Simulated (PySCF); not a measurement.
Electron correlation in Sb³⁺ (antimony, charge +3)

[Kr] 4d10 5s2, closed-shell 1S. Computed with PySCF 2.14 in aug-cc-pVQZ-DK3 (9s8p6d3f2g, 102 functions), with the spin-free X2C one-electron Hamiltonian (Gaussian nucleus). Frozen: [Kr] 4d10; 2 electrons correlated.

With two correlated electrons CCSD is exact within the correlated space (frozen core and kept virtual orbitals).

```
level  correlation energy (mhartree)
 CCSD                         -35.69
```

Diagnostics: T1 = 0.0030, D1 = 0.0043, largest double amplitude 0.097.

Question: Is a single reference adequate?

Answer: Mostly. T1 lies below 0.03, but a double amplitude of this size points to a near-degeneracy that CCSD handles and MP2 describes poorly.
